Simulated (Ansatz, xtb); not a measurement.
Al2H6O2: which of two structures lies lower

Structure I: a singlet given by its coordinates. Structure II: a singlet given by its coordinates. Both are isolated molecules in the gas phase, relaxed with PBE0-D4/def2-SVP.

I (Å):

```csv
atom,x (Å),y (Å),z (Å)
Al,0.3006,-1.3126,0.0750
Al,2.1842,0.6640,0.0273
O,-1.1999,-0.8723,-0.6136
O,0.8363,0.0643,1.1761
H,-1.8296,-1.4737,-1.0118
H,0.6196,-2.7770,0.5746
H,0.3135,0.5473,1.8223
H,3.6364,0.3733,0.5928
H,1.6532,-0.7285,-0.8816
H,1.7673,1.9988,-0.7202
```

Close contacts (Å): Al1–Al2 2.73, Al1–O3 1.71, Al1–O4 1.84, Al2–O4 1.87, Al1–H6 1.58, Al1–H9 1.76, Al2–H8 1.59, Al2–H9 1.75, Al2–H10 1.59, O3–H5 0.96, O4–H7 0.96.

II (Å):

```xyz
10

Al   -1.2936   -1.4805   -0.6415
Al   -1.1819    1.7570    0.3058
O    -2.6845   -2.1246    0.6665
O    -1.5085    0.1119    0.0539
H    -2.8535   -1.2372    1.0362
H    -3.5132   -2.4328    0.2761
H     0.0495   -2.2471   -0.2712
H    -2.0636   -1.7624   -2.0154
H    -2.0218    2.4998    1.4328
H    -0.0880    2.5086   -0.5658
```

Close contacts (Å): Al1–O3 2.02, Al1–O4 1.75, Al2–O4 1.70, Al1–H7 1.59, Al1–H8 1.60, Al2–H9 1.59, Al2–H10 1.59, O3–H5 0.98, O3–H6 0.97.

Quicker runs give these differences E(II) − E(I): GFN2-xTB +63.6 kJ/mol; HF/STO-3G +31.2 kJ/mol (at GFN2-xTB geometries); r2SCAN-D4/def2-SVP +46.9 kJ/mol (at GFN2-xTB geometries).

Problem. Estimate E(II) − E(I) at the level CCSD(T)/def2-SVP + ΔMP2/def2-TZVPP.

Solution. Calculated at CCSD(T)/def2-SVP + ΔMP2/def2-TZVPP: E(II) − E(I) = +73.2 kJ/mol, so structure I lies lower.

Level by level:

```csv
level,geometry,E(II) − E(I) (kJ/mol),departure from the last row (kJ/mol),"job, with rough time for the two"
GFN2-xTB,GFN2-xTB,+63.6,−9.6,"optimisation, 0.35 s"
HF/STO-3G,GFN2-xTB,+31.2,−42.0,"single point, 0.24 s"
r2SCAN-D4/def2-SVP,GFN2-xTB,+46.9,−26.3,"single point, 3.3 s"
PBE0-D4/def2-SVP,PBE0-D4/def2-SVP,+70.3,−2.9,"optimisation, 74 s"
HF/def2-SVP,PBE0-D4/def2-SVP,+60.7,−12.5,part of the CCSD(T) run
MP2/def2-SVP,PBE0-D4/def2-SVP,+63.4,−9.8,part of the CCSD(T) run
CCSD(T)/def2-SVP,PBE0-D4/def2-SVP,+65.0,−8.2,single point
CCSD(T)/def2-SVP + ΔMP2/def2-TZVPP,PBE0-D4/def2-SVP,+73.2,,"single point, 15 s"
```

The levels shown agree on the order. The largest departure from CCSD(T)/def2-SVP + ΔMP2/def2-TZVPP is that of HF/STO-3G, 42.0 kJ/mol. The last row adds to CCSD(T) the change of the MP2 difference between the two basis sets, here +8.2 kJ/mol.

With harmonic frequencies from PBE0-D4/def2-SVP (ideal gas, rigid rotor, one conformer each, 298.15 K, 1 atm): on the last row, ΔE + ΔZPE = +72.2, ΔH = +73.9, ΔG = +67.9 kJ/mol.

The correlated steps freeze 12 core orbitals. Run with Ansatz 0.2.0, xtb 6.7.1; the last row on 2 threads of Arm Neoverse V1 on a shared host.
